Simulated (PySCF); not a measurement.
A structure optimised at PBE-D3(BJ)/def2-TZVP, used in a PySCF frequency run:

```
C
C 1 1.3675
C 1 1.3675 2 60.00
H 3 1.0898 1 150.00 2 180.00
H 1 1.0898 2 150.00 3 180.00
H 2 1.0898 1 150.00 5 0.00
```
Charge +1, spin multiplicity 1.

Write its SMILES, formula and point group.

c1c[cH+]1, C3H3, D3h

What are its rotational constants (standard atomic weights)?

30.498, 30.498, 15.249 GHz
